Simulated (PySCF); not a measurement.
## Deuteron quadrupole couplings in `[SiH3]CO[Si]1(Cl)C=CC=C1`

C₅H₉ClOSi₂.
Atom-mapped SMILES: `[SiH3:1][CH2:2][O:3][Si:4]1([Cl:5])[CH:6]=[CH:7][CH:8]=[CH:9]1` (hydrogens: H10, H11, H12 on Si1; H13, H14 on C2; H15 on C6; H16 on C7; H17 on C8; H18 on C9)

Cartesian coordinates in Å at the GFN2-xTB level; atoms count from 1:
```xyz
18
C5H9ClOSi2 angstrom
Si     3.4244    0.3124   -0.0116
C      1.5539    0.4459    0.3329
O      0.9476   -0.4433   -0.5927
Si    -0.6293   -0.7699   -0.7910
Cl    -0.5860   -2.1090   -2.2845
C     -1.6152   -1.2636    0.7504
C     -2.6040   -0.3841    0.9393
C     -2.7053    0.7003   -0.0350
C     -1.7993    0.7039   -1.0179
H      3.8263   -1.0755    0.2062
H      3.6590    0.7116   -1.3975
H      4.1227    1.2097    0.9129
H      1.1592    1.4533    0.1783
H      1.2821    0.1509    1.3496
H     -1.4569   -2.1004    1.4097
H     -3.3122   -0.4317    1.7539
H     -3.4867    1.4385    0.0732
H     -1.7891    1.4572   -1.7878
```

Level: PBE0/pcSseg-1 (PySCF, non-relativistic); Q(2H) = 0.00286 b; rigid geometry, the same for H and D, with no vibrational averaging.

**Question.** Rank these positions by the coupling χzz of a deuteron there, largest first.
A. H14 (methylene hydrogen)
B. H18 (vinylic hydrogen)
C. H10 (Si–H hydrogen)
D. H17 (vinylic hydrogen)

**Answer.** B (229 kHz), D (220 kHz), A (201 kHz), C (110 kHz).

**Question.** Give the electric field gradient Vzz (the principal value of largest size), its asymmetry and the 2H coupling at each hydrogen.

**Answer.** 
```csv
atom,bonded to,bond length (Å),Vzz (au),η,χzz (kHz)
H10,Si1,1.461,0.1641,0.01,110
H11,Si1,1.461,0.1641,0.01,110
H12,Si1,1.465,0.1609,0.01,108
H13,C2,1.093,0.2992,0.09,201
H14,C2,1.093,0.2991,0.09,201
H15,C6,1.077,0.3416,0.02,230
H16,C7,1.080,0.3271,0.04,220
H17,C8,1.080,0.3271,0.04,220
H18,C9,1.077,0.3414,0.02,229
```

**Question.** Average by the element that carries the hydrogen.

**Answer.** on Si: 110 kHz over 3 positions, mean bond length 1.463 Å; on C: 217 kHz over 6 positions, mean bond length 1.083 Å.

**Question.** A static deuteron (I = 1) shows a doublet split by (3/2)χ, (3/4)χ(1 + η) and (3/4)χ(1 − η) with the field along z, y and x of the gradient. What are these for H10?

**Answer.** With |χ| = 110.3 kHz and η = 0.014: 165, 84 and 82 kHz, to first order and without motion.

Isolated species at its GFN2-xTB geometry (one conformer only). GFN2-xTB bond lengths can be off by several hundredths of an ångström, more for odd bonds, and the gradients follow them. These gradients aren't converged with respect to the basis.
